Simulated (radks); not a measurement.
Species: the sulfur ion S4+. Configuration: [Ne] 3s2. Calculated with a radial shooting solver on a logarithmic mesh with Libxc functionals: non-relativistic Kohn-Sham, PBE, spin-polarised, spherical densities, point nucleus.

Local quantities along the radius. ELF = 1/(1 + alpha^2) is the electron localisation function; alpha = (tau - tau_W)/tau_unif compares the Pauli kinetic energy density with that of the uniform gas (summed over spins).

| r (bohr) | ELF | alpha |
|---|---|---|
| 0.004976 | 1.000 | 0.01015 |
| 0.006275 | 1.000 | 0.01074 |
| 0.007914 | 1.000 | 0.01153 |
| 0.01006 | 1.000 | 0.01265 |
| 0.01269 | 1.000 | 0.01419 |
| 0.016 | 1.000 | 0.01640 |
| 0.02018 | 1.000 | 0.01970 |
| 0.02545 | 0.999 | 0.02484 |
| 0.03209 | 0.999 | 0.03333 |
| 0.04047 | 0.998 | 0.04833 |
| 0.05104 | 0.994 | 0.07709 |
| 0.06437 | 0.981 | 0.1378 |
| 0.08183 | 0.925 | 0.2858 |
| 0.1032 | 0.713 | 0.6343 |
| 0.1301 | 0.361 | 1.330 |
| 0.1641 | 0.218 | 1.892 |
| 0.207 | 0.328 | 1.432 |
| 0.261 | 0.624 | 0.7769 |
| 0.3292 | 0.815 | 0.4760 |
| 0.4151 | 0.869 | 0.3881 |
| 0.5236 | 0.835 | 0.4441 |
| 0.6656 | 0.571 | 0.8670 |
| 0.8394 | 0.141 | 2.466 |
| 1.059 | 0.127 | 2.623 |
| 1.335 | 0.702 | 0.6511 |
| 1.684 | 0.987 | 0.1154 |
| 2.123 | 0.999 | 0.02252 |
| 2.677 | 1.000 | 0.004793 |
| 3.377 | 1.000 | 0.001076 |
| 4.258 | 1.000 | 0.0002458 |

On this mesh the ELF has minima near r = 0.16, 0.94 bohr, which separate the shells, and maxima near 0.42 (0.87).

Self-consistent cycle (total energy in hartree, residual of the potential): 1: -391.512154, 7e+00; 2: -392.841405, 4e+00; 3: -393.687224, 2e-01; 4: -393.689905, 1e-01; 5: -393.691253, 2e-02; 6: -393.691283, 4e-04; 7: -393.691283, 4e-05; 8: -393.691283, 2e-06; 9: -393.691283, 9e-07; 10: -393.691283, 5e-07; 11: -393.691283, 4e-07; 12: -393.691283, 7e-09; 13: -393.691283, 2e-09.
